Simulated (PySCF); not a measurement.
## Which basis set comes closest?

Molecule: SMILES F[S@OH5](F)(F)(F)(F)F, F₆S.

Geometry:
```csv
atom,x (Å),y (Å),z (Å)
F1,0.748,0.890,-0.956
S2,0.001,0.002,0.117
F3,-1.054,-0.431,-0.978
F4,-0.909,1.236,0.504
F5,0.910,-1.232,-0.270
F6,-0.748,-0.886,1.189
F7,1.054,0.435,1.213
```

Geometry PBE0-D3(BJ)/def2-SVP throughout; GIAO in PySCF 2.14, gas phase, one conformer, non-relativistic; equivalent atoms averaged; functional PBE0.

Reference values (CCSD(T)/aug-cc-pCVTZ non-relativistic; gas (isolated, no vibration); Ruud, Demissie, Jaszunski, J. Chem. Phys. 2014, 140, 194308): σ(S2) = 357.5 ppm.

Question: How do the basis sets STO-3G, pcSseg-0, 6-31G, cc-pVDZ, def2-SVP, 6-31G*, pcSseg-1, aug-cc-pVDZ, 6-311+G(2d,p), cc-pVTZ, def2-TZVP, IGLO-III, pcSseg-2 perform against the reference? Times are CPU seconds on shared hosts with different chips, so compare them loosely.

Answer: 
```csv
basis set,functions,S2,abs. error S,core-s
STO-3G,39,614.7,257.2,2
pcSseg-0,67,187.6,169.9,2.7
6-31G,67,310.1,47.4,4
cc-pVDZ,102,358.1,0.6,5.7
def2-SVP,102,340.8,16.7,5
6-31G*,102,343.1,14.4,6.1
pcSseg-1,126,300.3,57.2,8.7
aug-cc-pVDZ,165,338.4,19.1,11
"6-311+G(2d,p)",197,291.8,65.7,15
cc-pVTZ,214,324.4,33.1,16
def2-TZVP,223,266.6,90.9,17
IGLO-III,254,296.4,61.1,19
pcSseg-2,259,286.6,70.9,19
```

For ³³S the closest is cc-pVDZ (0.6 ppm) and the furthest STO-3G (257.2 ppm). Where a smaller basis beats a larger one, errors probably cancel; the largest sets show where the functional converges. One molecule is a small sample, and the reference may use another geometry.

A small basis that lands close on one nucleus may do so by chance; judge by the trend and by all nuclei.
